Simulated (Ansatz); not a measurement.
The cluster B7H13. Charge 0, multiplicity 1. Geometry B3LYP-D4/def2-SVP, basis def2-TZVP, Ansatz.

```xyz
20

B     0.5140   -1.1388    0.3677
B     1.0577    0.5227   -0.0265
B     0.2072   -0.4522   -1.1228
B    -0.8785   -0.7318    1.3377
B     0.9643    0.8127   -1.9597
B    -0.1718    1.2385    1.4891
B    -1.0490   -1.3440   -0.3474
H    -1.2664    0.4953    1.5002
H    -1.6066   -2.3138   -0.7748
H     0.6572   -0.5929   -2.3063
H    -1.1638   -1.3254    2.3387
H     2.1249    0.8301   -2.2644
H     2.2116    0.7423    0.1925
H     1.2784   -2.0236    0.6293
H     0.5682    1.1085    2.4190
H    -1.1409   -0.2946   -1.2012
H     0.1854    1.4989   -2.5717
H    -1.9532   -0.8134    0.5327
H     0.3204    1.5403    0.2960
H    -0.8591    2.2413    1.4719
```

```csv
run,HOMO (eV),LUMO (eV)
A,-10.09,0.43
B,-6.65,-2.52
C,-7.66,-1.66
D,-6.84,-2.32
E,-8.53,-0.63
F,-6.97,-2.39
```

LC-ωPBE has ω = 0.4 bohr⁻¹. Another isomer (singlet) lies 1.39 eV lower at PBE0-D4/def2-TZVP; other spin states weren't run for this one.

**Question.** The runs used B97M-V, BHLYP, LC-ωPBE, PBE, PBE0, r2SCAN. Estimate which is which.

**Answer.** A LC-ωPBE (range-separated); B PBE (0 % exact exchange); C PBE0 (25 % exact exchange); D r2SCAN (0 % exact exchange); E BHLYP (50 % exact exchange); F B97M-V (0 % exact exchange). Exact exchange lowers occupied and raises empty levels; among semilocal functionals meta-GGAs tend to open the gap a little, and such runs are hard to tell apart. The gap grows from 4.13 eV (PBE) to 10.52 eV (LC-ωPBE).
